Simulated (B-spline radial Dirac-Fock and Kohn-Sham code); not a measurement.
**Bi: input and output of one calculation**

ΔSCF core binding energies without Breit or QED terms, calculated with a radial B-spline solver. Keys: rel is the Hamiltonian (dirac, or spin-free x2c and nr, where L3 and M5 stand for the whole 2p and 3d shells), method is hf or an exchange,correlation pair (spin-unpolarised, also for the hole states), nuc the nuclear model, radius_factor scales its radius, rmax is the box in bohr, h the logarithmic mesh step, order the B-spline order, points the quadrature points per cell, c_factor scales the speed of light, and damp, ndamp, maxit and tol steer the iteration. The run stops when the commutator error falls below 10·tol·max(1, Z/10), or the numerical noise floor, and the energy has settled to about 1e-8 Ha; the virial ratio is −V/T.

Input (task.json):

```json
{"items": [{"Z": 83, "q": 0, "cfg": [[1, 0, 2], [2, 0, 2], [2, 1, 6], [3, 0, 2], [3, 1, 6], [3, 2, 10], [4, 0, 2], [4, 1, 6], [4, 2, 10], [4, 3, 14], [5, 0, 2], [5, 1, 6], [5, 2, 10], [6, 0, 2], [6, 1, 3]], "A": 209, "rrms": 5.5211, "do": "settings", "holes": ["K", "L3", "M5"],
  "settings": [{"rel": "dirac", "method": "hf", "nuc": "fermi", "radius_factor": 1.0, "rmax": 45.0, "h": 0.3, "order": 8, "points": 10, "c_factor": 1.0, "maxit": 89, "damp": 0.97, "ndamp": 100, "tol": 1e-08}]}]}
```

Command: `python xray2_run.py task.json out`

Ground-state iterations:

```
iter   energy (Ha)        error
   1   -21564.29938926  2.24e+00
   2   -21565.02800765  2.27e-01
   3   -21565.10066060  2.14e-01
   4   -21565.16488372  2.01e-01
   5   -21565.22168964  1.89e-01
   6   -21565.27196316  1.78e-01
   7   -21565.31647846  1.68e-01
   8   -21565.35591393  1.58e-01
   9   -21565.39086475  1.48e-01
  10   -21565.42185370  1.40e-01
  11   -21565.44934040  1.31e-01
  12   -21565.47372942  1.24e-01
  13   -21565.49537711  1.16e-01
  14   -21565.51459761  1.10e-01
  15   -21565.53166812  1.03e-01
  23   -21565.61498907  6.36e-02
  31   -21565.64773669  3.92e-02
  39   -21565.66074814  2.61e-02
  47   -21565.66596905  1.95e-02
  55   -21565.66808752  1.46e-02
  63   -21565.66896005  1.11e-02
  71   -21565.66932723  8.39e-03
  79   -21565.66948666  6.39e-03
  87   -21565.66955898  4.88e-03
  89   -21565.66957007  4.57e-03
```

The ground state had not converged after 89 iterations, with total energy -21565.66957 Ha, virial ratio 1.85652 and highest orbital energy -7.11 eV. ΔSCF binding energies: K (1s) 91044.6 eV, L3 (2p3/2) 13467.2 eV, M5 (3d5/2) 2592.3 eV (not all states converged, so these are not final).

Problem. One setting is unsound. Which, and why?

Solution. damp is so close to 1 that the orbitals hardly move in each step. With the default settings (Dirac Hartree-Fock): The ground state converged in 10 iterations, with total energy -21565.66964 Ha, virial ratio 1.85649 and highest orbital energy -7.11 eV. ΔSCF binding energies: K (1s) 91044.6 eV, L3 (2p3/2) 13467.2 eV, M5 (3d5/2) 2592.3 eV.
